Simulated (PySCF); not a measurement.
Al(F)2(Et) (C2H5AlF2), SMILES [Al]([F])([F])[CH2]C. Atoms are numbered in the order given.

```xyz
10

Al    -0.0221    -0.5687     0.0000
F      1.6267    -0.7767     0.0000
F     -0.9317    -1.9592     0.0000
C     -0.8346     1.1942     0.0000
C      0.1422     2.3806     0.0000
H     -1.5103     1.2413     0.8742
H     -1.5103     1.2413    -0.8742
H      0.7990     2.3691    -0.8845
H      0.7990     2.3691     0.8845
H     -0.3908     3.3459     0.0000
```
Charge 0, spin multiplicity 1.

Coordinates come from a B3LYP-D3(BJ)/def2-SVP optimisation. The structure was generated by enumeration; whether it is a known compound was not checked. The values are those of a single conformer.

These are PBE/def2-TZVP (PySCF) values and carry that method's errors.

Symmetry labels are those of the subgroup Cs that the program uses (full group Cs).

Computed valence orbital energies around the gap with their symmetry:
```json
[
 {"orbital": "HOMO−7", "symmetry": "A'", "energy (eV)": "-10.27"},
 {"orbital": "HOMO−6", "symmetry": "A\"", "energy (eV)": "-9.69"},
 {"orbital": "HOMO−5", "symmetry": "A'", "energy (eV)": "-9.67"},
 {"orbital": "HOMO−4", "symmetry": "A\"", "energy (eV)": "-9.34"},
 {"orbital": "HOMO−3", "symmetry": "A'", "energy (eV)": "-9.32"},
 {"orbital": "HOMO−2", "symmetry": "A'", "energy (eV)": "-9.02"},
 {"orbital": "HOMO−1", "symmetry": "A\"", "energy (eV)": "-8.64"},
 {"orbital": "HOMO", "symmetry": "A'", "energy (eV)": "-7.23"},
 {"orbital": "LUMO", "symmetry": "A'", "energy (eV)": "-1.42"},
 {"orbital": "LUMO+1", "symmetry": "A\"", "energy (eV)": "-1.05"},
 {"orbital": "LUMO+2", "symmetry": "A'", "energy (eV)": "0.31"},
 {"orbital": "LUMO+3", "symmetry": "A'", "energy (eV)": "0.91"}
]
```
